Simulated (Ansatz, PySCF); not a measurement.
TiCl₃I, SMILES [Cl][Ti]([Cl])([Cl])[I], multiplicity 1. Atoms are numbered in the order given.

```xyz
5

Ti     0.0000     0.0000    -0.8100
Cl     1.7743     1.0244    -1.5146
Cl    -1.7743     1.0244    -1.5146
Cl     0.0000    -2.0488    -1.5146
I      0.0000     0.0000     1.7401
```

Geometry: B3LYP-D3(BJ)/def2-SVP. The multiplicity is an assumed one; no other spin state was optimised. The structure was generated by enumeration; whether it is a known compound was not checked. The def2 effective core potentials stand for the cores of I; spin–orbit coupling is left out.

Two levels are set side by side: PBE-D3(BJ)/def2-SVP (Ansatz, an electronic-structure program) and B3LYP-D3(BJ)/def2-SVP (Ansatz). Each level has its own optimised geometry; the coordinates shown are those of the second. Frequencies come from the Hessian of PySCF at each geometry. Differences are taken from unrounded values.

| quantity | B3LYP-D3(BJ) | PBE-D3(BJ) | PBE-D3(BJ) minus B3LYP-D3(BJ) |
|---|---|---|---|
| mean bond length (Å) | 2.262 | 2.267 | 0.005 |
| bond Ti1–Cl2 (Å) | 2.167 | 2.172 | 0.005 |
| bond Ti1–Cl3 (Å) | 2.167 | 2.172 | 0.005 |
| bond Ti1–Cl4 (Å) | 2.167 | 2.172 | 0.005 |
| bond Ti1–I5 (Å) | 2.550 | 2.553 | 0.003 |
| highest harmonic wavenumber (cm⁻¹) | 501 | 491 | -10 |
| mean harmonic wavenumber (cm⁻¹) | 252 | 245 | -7 |
| zero-point energy (kcal/mol) | 3.24 | 3.15 | -0.09 |
